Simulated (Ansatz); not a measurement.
`[SiH3][Zn][Cl]` + HCl → `[Cl][Zn][Cl]` + SiH₄  (cleavage of the Zn–Si bond)

Program: Ansatz. Geometries: PBE0-D4/def2-TZVP. ΔE: electronic, gas phase. CCSD(T)/CBS adds triple-zeta CCSD(T) − MP2 to the extrapolated MP2 energy (def2 sets, frozen cores). This one scheme is used for every species. DFT in def2-TZVPP. For Zn outer-core shells are correlated without core-valence functions, which leaves a few kJ/mol of doubt a bond. Scalar relativity is left out up to krypton.

`[SiH3][Zn][Cl]`:

Cartesian coordinates in Å:
```
Si -0.267 0.162 -0.816
Zn 0.452 -0.275 1.378
Cl 1.100 -0.667 3.354
H -1.518 -0.585 -1.116
H -0.535 1.614 -0.999
H 0.769 -0.249 -1.801
```

HCl:

```xyz
2

Cl    0.291   -0.302    0.483
H    -0.291    0.302   -0.483
```

`[Cl][Zn][Cl]`:

Cartesian coordinates in Å:
```
Cl 0.149 0.411 -2.037
Zn 0.000 0.000 0.000
Cl -0.148 -0.410 2.037
```

SiH₄:

```xyz
5

Si    0.000    0.000    0.000
H     1.174    0.223    0.880
H     0.193   -1.252   -0.774
H    -0.142    1.144   -0.936
H    -1.226   -0.115    0.830
```

| level | ΔE (kcal/mol) |
| --- | --- |
| r2SCAN-D4 | -19.8 |
| PBE-QIDH | -21.6 |
| revPBE | -16.7 |
| MP2/def2-SVP | -22.0 |
| CCSD/def2-SVP | -21.7 |
| CCSD/def2-TZVPP | -22.1 |
| HF/def2-QZVPP | -30.1 |
| MP2/def2-QZVPP | -23.0 |

What does CCSD(T)/CBS give? (Best estimate.)

Ansatz gave: -22.2 kcal/mol. The listed levels differ from it by 2.4, 0.6, 5.5, 0.2, 0.5, 0.1, -7.9, -0.8 kcal/mol.

Largest T1 diagnostic among the species: 0.014.

In def2-TZVPP, CCSD(T) changes the Hartree–Fock value by +7.8 kcal/mol (the triples alone add +0.8 kcal/mol) and MP2 by +7.0 kcal/mol. From r2SCAN to r2SCAN0 (25 % exact exchange), in def2-TZVPP and without D4, ΔE moves by −1.3 kcal/mol.
